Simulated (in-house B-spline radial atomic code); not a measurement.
RPA and G0W0 on LDA VWN5: Be III (Be2+)

Configuration 1s2, mean-field start LDA VWN5. Computed with a B-spline radial code for spherical atoms: all electrons, non-relativistic, point nucleus, each spin shell either full or empty, empty states to l = 9 with an (l + 1/2)⁻⁴ tail; G0W0 by contour deformation at full frequency.

Relativity, left out, deepens the 1s level by about Z⁴α²/8 hartree.

Command:
```bash
python run_gw.py task.json out
```
Settings (radii: box in bohr, nucleus in fm):
```
Z                        4
electrons                2
configuration            1s2
hamiltonian              nr
method                   lda,vwn
lmax                     9
spin_polarised           False
box_radius               17.55
intervals                44
ion_configuration        1s1
```

Run time, properties included: 0.4 s on 1 thread of Arm Neoverse V2 (shared host).

Energies (hartree):

```json
{"term": "mean-field total", "value": "-13.44470"}
{"term": "Hartree-Fock functional on these orbitals", "value": "-13.60888"}
{"term": "direct second order", "value": "-0.094906"}
{"term": "second-order exchange", "value": "0.047454"}
{"term": "SOSEX correction", "value": "0.044276"}
```

Q: What is the RPA correlation energy, and what remains with SOSEX?

A: RPA gives -0.088551 hartree (-1.2 eV per electron); RPA + SOSEX gives -0.044275, and the second-order doubles -0.047453 hartree (no singles). SOSEX takes back 50 % of the RPA value, the self-correlation of each of the two electrons.

Quasi-particle levels (eV):

| level | occupied | mean field | Σx - vxc | Σc | QP weight | G0W0 |
| --- | --- | --- | --- | --- | --- | --- |
| 1s | yes | -130.79 | -23.81 | ? | ? | ? |
| 2s | no | -20.343 | 2.47 | -0.16 | 0.999 | -18.035 |

G0W0 = mean field + (Σx - vxc) + Σc, with Σc (partial-wave tail included) taken at the quasi-particle energy.

Q: Where does G0W0 put 1s?

A: At -153.58 eV, with Σc = 1.02 eV and a quasi-particle weight of 0.975. The tabulated removal energy is 153.896 eV (NIST, tabulated theory).

Q: What does it cost to remove one electron (to 1s1) by differences of total energies, each species on its own start (correlation terms add to the Hartree-Fock functional)?

A: LDA VWN5 151.94 eV, Hartree-Fock functional 152.66 eV, + RPA 154.45 eV, + RPA + SOSEX 153.87 eV, + second order 153.95 eV. Tabulated: 153.896 eV (NIST, tabulated theory).
